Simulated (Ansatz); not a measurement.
Basis sets compared for SnGe₆ (the lowest singlet isomer of a short search). Total charge 0; singlet. Geometry PBE-D4/def2-SVP. Ansatz on 4 threads of Arm Neoverse V1 on a shared host; times are rough, and most runs start from earlier orbitals.

```
atom   x (Å)   y (Å)   z (Å)
 Sn1   1.729   1.787   0.076
 Ge2   0.080   0.899  -2.110
 Ge3  -0.988   0.918   0.359
 Ge4   0.805   0.015   2.149
 Ge5   0.965  -0.941  -0.360
 Ge6  -1.515  -1.071  -1.349
 Ge7  -1.076  -1.607   1.234
```

In the def2 sets Sn takes a core potential; there is no spin–orbit coupling. LC-ωPBE has ω = 0.4 bohr⁻¹. The structure comes from a short search, and lower isomers may exist.

Binding counts from free atoms (Sn triplet, Ge triplet) in the same basis, without a counterpoise term.

```csv
level,functions,energy (Eh),HOMO (eV),LUMO (eV),binding per atom (eV),wall time
PBE-D4/def2-SVP,218,-12673.1354,-5.39,-3.69,3.29,6 s
PBE-D4/def2-TZVP,338,-12674.7115,-5.34,-3.65,3.31,11 s
PBE0-D4/def2-SVP,218,-12673.4283,-6.17,-3.14,3.12,16 s
PBE0-D4/def2-TZVP,338,-12675.0028,-6.10,-3.08,3.16,46 s
LC-ωPBE/def2-TZVP (with forces),338,-12674.8004,-8.06,-1.42,2.79,28 s
```

Estimate the rows for PBE-D4/def2-TZVPD, LC-ωPBE/def2-TZVPD.


```tsv
level	functions	energy (Eh)	HOMO (eV)	LUMO (eV)	binding per atom (eV)	wall time
PBE-D4/def2-TZVPD	380	-12674.7142	-5.35	-3.66	3.32	20 s
LC-ωPBE/def2-TZVPD	380	-12674.8033	-8.04	-1.42	2.80	31 s
```
